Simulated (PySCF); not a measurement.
# Relaxation of doublet [PdS2]+

These are results of UPBE in PySCF with Pd def2-TZVP with ECP28, S def2-TZVP; scalar-relativistic core potentials, no spin–orbit coupling; density-fitted integrals, not measurements. A (50,194) grid was used.

A start at the PBE minimum, of C2v symmetry, held to at least that symmetry:

```xyz
3
charge 1 multiplicity 2, angstrom
Pd    0.0000    0.0000   -0.7884
S     0.9827    0.0000    1.3057
S    -0.9827    0.0000    1.3057
```

At each step, columns x, y, z (Å) and Fx, Fy, Fz (eV/Å):

```
step 0  E − E(last) = 2.52 kJ/mol
Pd   0.000   0.000  -0.788   0.000   0.000   0.671
S    0.983   0.000   1.306  -0.847   0.000  -0.336
S   -0.983   0.000   1.306   0.847   0.000  -0.335
step 1  E − E(last) = 0.35 kJ/mol
Pd   0.000   0.000  -0.777   0.000   0.000   0.320
S    0.967   0.000   1.300  -0.028   0.000  -0.160
S   -0.967   0.000   1.300   0.029   0.000  -0.160
step 2  E − E(last) = 0.04 kJ/mol
Pd   0.000   0.000  -0.767   0.000   0.000   0.083
S    0.966   0.000   1.295   0.065   0.000  -0.042
S   -0.966   0.000   1.295  -0.065   0.000  -0.042
step 3  E − E(last) = 0.00 kJ/mol
Pd   0.000   0.000  -0.763   0.000   0.000  -0.004
S    0.968   0.000   1.293   0.010   0.000   0.002
S   -0.968   0.000   1.293  -0.010   0.000   0.002
step 4  E − E(last) = 0.00 kJ/mol
Pd   0.000   0.000  -0.763   0.000   0.000   0.001
S    0.968   0.000   1.293   0.001   0.000   0.000
S   -0.968   0.000   1.293  -0.001   0.000   0.000
```

It ends at C2v with Pd–S 2.272 Å (×2), S–S 1.937 Å; Pd–S–S 64.8° (×2), S–Pd–S 50.5° (after a last refinement on a finer grid). A frequency run shows a minimum. Other isomers or separated fragments may lie lower.

Open d and f shells are described by one determinant, and the ground state may have another occupation or spin.
